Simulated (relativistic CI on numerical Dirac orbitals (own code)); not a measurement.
Computed by Dirac-Coulomb-Breit CI, KLI orbitals optimised for each configuration, model QED (radiative potential, 1s self-energy scaled to tabulated hydrogen-like ionisation energies), unscaled Slater integrals (own radial code, finite nucleus).

The strongest absorption lines from the ground level of an ion, among the configurations computed and to levels below about 1560 eV (vacuum wavelength in Å, gf): 9.8288 (0.4), 10.496 (0.92), 11.996 (6.5), 12.352 (0.55), 12.436 (0.5), 15.235 (0.046), 15.556 (0.35), 15.705 (0.085).

(1) Which ion is it?
A. Sb²³⁺
B. Xe²⁶⁺
C. Nd³²⁺
D. La²⁹⁺

## Answers

(1) D. La²⁹⁺ has 28 electrons and the ground level 3s2 3p6 3d10 1S_0; the strongest line goes to 3s2 3p6 3d9 4f 1P°_1. The pattern of lines fixes the number of electrons, and along that sequence the line energies rise steadily with the charge (about as its square where n changes within one kind of shell, about linearly where n is kept but much faster in heavy ions where fine structure, which grows about as Z⁴, sets the gap, and irregularly where shells cross), which fixes Z. Configurations outside the model, such as inner-shell arrays, can give stronger lines. At this charge energies of transitions that change n are usually good to better than 1 %, and those within a shell (Δn = 0) to a few per cent.

LS names give the leading component of a level, which can be under half, so a name can repeat, a term be missing and a line seem to break the LS rules.
